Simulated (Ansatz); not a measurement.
Reactions of C₃H₉FGeS₃ (`C[S][Ge]([F])([S]C)[S]C`).

Computed with Ansatz on PBE0-D4/def2-TZVP structures; ΔE is electronic, products minus reactants. CBS: MP2 limit from def2 TZ/QZ plus the TZ coupled-cluster correction, frozen cores. This one scheme is used for every species, atoms too. For atomizations the MP2-based limit and the directly extrapolated one differ by several kJ/mol either way, and by 10 to 25 for some Ge, Se and Sn compounds, so smaller differences from it don't rank the levels. DFT in def2-TZVPP. No spin–orbit coupling; open shells (•) take unrestricted orbitals. Spin–orbit coupling would lower the free atoms: a little for C, F, S; clearly for Ge. def2 core potentials past Kr. For Ge, Sn outer-core shells are correlated without core-valence functions, so the limit isn't a true one: a few kJ/mol of doubt a bond, and 10 to 20 or more in all where bonds break to atoms. Scalar relativity is left out up to krypton. One conformer a species, not always the lowest.

```
                                                                               reaction  ωB97X-V (kcal/mol)  PBE-D4 (kcal/mol)
                              `C[S][Ge]([F])([S]C)[S]C` → 3 C• + F• + Ge• + 9 H• + 3 S•              1467.1             1490.1
                   `C[S][Ge]([F])([S]C)[S]C` + CH₃SH → `C[S][Ge]([S]C)([S]C)[S]C` + H–F                 1.1               -2.8
`C[S][Ge]([F])([S]C)[S]C` + `C[S][Sn][SH]` → `C[S][Ge]([S]C)([S]C)[S]C` + `[F][Sn][SH]`                -2.6               -2.4
                                     `C[S][Ge]([F])([S]C)[S]C` → `C[S][Ge][F]` + `CSSC`                41.9               35.1
```

Give the CCSD(T)/CBS values in the same order. (Best estimate.)

The calculation gave: 1461.0, -3.0, -1.9, 40.6 kcal/mol.

Largest T1 diagnostic: 0.016, for `[F][Sn][SH]`.
